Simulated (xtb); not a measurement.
xtb input:

```bash
xtb mol.xyz --gfn 2 --ohess tight --chrg -1 --uhf 0
```
mol.xyz:
```
14

Si     0.24201013    -0.04860920     0.32913505
C      1.77015970    -0.94458097    -0.35712792
C     -0.96059389     0.25657968    -1.10749681
N     -0.59050838    -1.07677154     1.49225184
N      0.65114709     1.47010624     1.10659449
H      2.30181728    -0.24290631    -1.07129775
H      1.49857325    -1.88752273    -0.77962121
H     -1.84281740     0.81046478    -0.71857187
H     -1.18223351    -0.70876917    -1.58420351
H     -0.42969994     0.92153365    -1.85930289
H     -0.89959378    -2.00970197     1.00141762
H     -1.42331212    -0.63991300     1.81464652
H     -0.21211123     1.91318697     1.41462565
H      1.10339411     2.11516937     0.35261480
```

Q: Predict the final energy.

A: -16.56774 Eh (GFN2-xTB).

It need not be the lowest isomer of its formula. Whether it binds its extra electron was not tested at this geometry.
